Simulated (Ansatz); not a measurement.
Input for Ansatz (a first-principles code): R-r2SCAN/def2-TZVPP on O4Ru (SMILES [O]=[Ru](=[O])(=[O])=[O]). Elements past Kr take the def2 small-core potentials; no spin–orbit coupling.

Ansatz 0.2 input:
```yaml
crystal:
  periodic: [false, false, false]
  atoms:
    - {symbol: Ru, position_ang: [0.00000000, -0.00000000, -0.00000000]}
    - {symbol: O, position_ang: [0.96909466, 0.96909466, 0.96909466]}
    - {symbol: O, position_ang: [0.96909466, -0.96909466, -0.96909466]}
    - {symbol: O, position_ang: [-0.96909466, 0.96909466, -0.96909466]}
    - {symbol: O, position_ang: [-0.96909466, -0.96909466, 0.96909466]}
basis:
  gaussian:
    orbitals: def2-TZVPP
hamiltonian:
  xc: {name: r2SCAN}
scf: {lower_state_search: off}
```

It printed:

```
WARN ansatz: RAYON_NUM_THREADS=4 ignored (pool sized by the plan → 4); use --threads N
Functional definition: r2SCAN
these checks for a lower state are left out or cut short: stability, starts, cluster_reference, orbital_swaps, neighbouring_geometries, increment
integrals: 0.09 GiB planned
933 factors; their error is unknown
mean field: 0.71 GiB planned
mean field evaluation 1: about -10740.5825 eV, gradient 1.4e2 eV
mean field evaluation 2: about -10507.5819 eV, gradient 3.9e2 eV
mean field evaluation 4: about -10770.0913 eV, gradient 2.9e1 eV
mean field evaluation 8: about -10771.4339 eV, gradient 1.4e-1 eV
mean field evaluation 16: about -10771.4242 eV, gradient 3.2e-3 eV
mean field -10771.42416174 eV, -395.8425368104 hartree, gradient 6.3e-7 eV, S^2 0.000000; 0 other end points of the search recorded, 0 dependent functions left out
reference -10771.42417624 eV, -395.8425373431 hartree; 24, 24 occupied and 156, 156 virtual orbitals, 933 factors
Total energy: -10771.42417624 eV, -395.8425373431 hartree
Checks for a lower state left out: stability, starts, cluster_reference, orbital_swaps, neighbouring_geometries, increment
```

Self-consistency was reached.

Cost: very roughly 5 core-seconds.
